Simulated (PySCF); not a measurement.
Below is a simulated gas-phase Si 2p photoelectron spectrum of cyclo-(H2SiSe)2 (H4Se2Si2).

Every computed line was given a Gaussian of 1.0 eV full width at half maximum and an area set by the number of equivalent atoms (split 2:1 within a doublet); the highest printed point is 100. Method used: PySCF, delta-SCF UKS SCAN, pcX-2 on the ionised atom, pcseg-1 elsewhere, spin-free X2C.

| binding energy (eV) | intensity |
| --- | --- |
| 106.2 | 0 |
| 106.3 | 1 |
| 106.4 | 1 |
| 106.5 | 2 |
| 106.6 | 4 |
| 106.7 | 7 |
| 106.8 | 12 |
| 106.9 | 18 |
| 107.0 | 27 |
| 107.1 | 37 |
| 107.2 | 50 |
| 107.3 | 63 |
| 107.4 | 75 |
| 107.5 | 86 |
| 107.6 | 94 |
| 107.7 | 99 |
| 107.8 | 100 |
| 107.9 | 98 |
| 108.0 | 92 |
| 108.1 | 85 |
| 108.2 | 76 |
| 108.3 | 67 |
| 108.4 | 57 |
| 108.5 | 47 |
| 108.6 | 37 |
| 108.7 | 29 |
| 108.8 | 21 |
| 108.9 | 15 |
| 109.0 | 10 |
| 109.1 | 6 |
| 109.2 | 4 |
| 109.3 | 2 |
| 109.4 | 1 |
| 109.5 | 1 |
| 109.6 | 0 |
| 109.7 | 0 |

Task: Count the maxima, the lines and the sites behind this envelope.

Result: The curve has 1 maximum (at 107.8 eV). Under it lie 2 lines from 1 inequivalent silicon site, drawn as a 2p3/2, 2p1/2 pair. At this width some lines have no maximum of their own.

Task: Decompose the envelope and assign each component. Bonds: Si1–Se4, Si1–Se8, Se4–Si5, Si5–Se8. Hydrogens: H2, H3 on Si1; H6, H7 on Si5.

Result: 
| position (eV) | relative area | line | atoms | environment |
| --- | --- | --- | --- | --- |
| 107.64 | 1.33 | Si 2p3/2 | Si1/Si5 | silicon bonded to 2 Se and 2 H |
| 108.27 | 0.67 | Si 2p1/2 | Si1/Si5 | silicon bonded to 2 Se and 2 H |

Task: What are the centre and the root-mean-square width of the whole band?

Result: The area-weighted mean of the lines is 107.85 eV. Their own spread about it is 0.30 eV (rms) and each Gaussian has σ = 1.0/2.355 = 0.42 eV; the variances add, which gives 0.52 eV.

Shake-up satellites, vibrational structure and lifetime widths aren't simulated. The first atom of each set that the bonding makes equivalent was ionised and stands for the set. For 2p shells one spin-free hole was relaxed; a mean-field spin–orbit operator and the ground-state splitting of the three 2p orbitals were then diagonalised within the shell. The shell's mean is (2 × 2p3/2 + 2p1/2)/3, and the degeneracies 2j + 1 give areas of 2:1. 2p1/2 minus 2p3/2 (ligand field included): Si 0.63 eV. Geometry: PBE0-D3(BJ)/def2-SVP, one conformer, isolated molecule.

The run took 23 s of wall time on one thread, Intel Xeon at 2.50 GHz (x86_64), no GPU, shared host with 64 logical CPUs at a one-minute load of 62, and the process peaked at 0.35 GiB of memory.
